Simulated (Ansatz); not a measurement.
Consider the ligand exchange at the Si–O bond: `C[O][GeH]([Cl])[O][SiH3]` + `[NH2][Al]([OH])[SH]` → `[NH2][Al]([SH])[O][SiH3]` + `C[O][GeH]([OH])[Cl]`.

Program: Ansatz. Geometries: PBE0-D4/def2-TZVP. ΔE: electronic, gas phase. CCSD(T)/CBS adds triple-zeta CCSD(T) − MP2 to the extrapolated MP2 energy (def2 sets, frozen cores). Functionals use def2-TZVPP. B3LYP here is the variant with VWN-RPA as its local correlation; programs differ in this. For Ge outer-core shells are correlated without core-valence functions, which leaves a few kJ/mol of doubt a bond. Scalar relativity is left out up to krypton. One conformer a species, not always the lowest.

| level | ΔE (kJ/mol) | difference from CCSD(T)/CBS |
| --- | --- | --- |
| r2SCAN-D4 | -13.6 | -3.6 |
| PBE0-D4 | -12.4 | -2.4 |
| B3LYP-D4 | -11.2 | -1.2 |
| ωB97M-V | -11.1 | -1.1 |
| PBE | -15.2 | -5.2 |
| r2SCAN | -14.5 | -4.5 |
| PBE0 | -15.4 | -5.4 |
| MP2/def2-TZVPP | -10.6 | -0.6 |
| SCS-MP2/def2-TZVPP | -12.0 | -2.0 |
| CCSD/def2-TZVPP | -12.3 | -2.3 |
| CCSD(T)/def2-TZVPP | -11.3 | -1.3 |
| HF/def2-QZVPP | -17.2 | -7.2 |
| MP2/def2-QZVPP | -9.9 | 0.1 |
| SCS-MP2/def2-QZVPP | -11.4 | -1.4 |
| HF/CBS(def2) | -17.2 | -7.2 |
| CCSD/CBS(def2) | -11.0 | -1.0 |
| CCSD(T)/CBS | -10.0 | 0 |

Largest T1 diagnostic among the species: 0.012.

In def2-TZVPP, CCSD(T) changes the Hartree–Fock value by +6.1 kJ/mol (the triples alone add +1.0 kJ/mol) and MP2 by +6.7 kJ/mol. The D4 term adds +5.3 kJ/mol with B3LYP and +3.0 kJ/mol with PBE0; it sums over pairs of atoms, weighted by their polarisabilities, and B3LYP, whose exchange is more repulsive, gets the larger term.
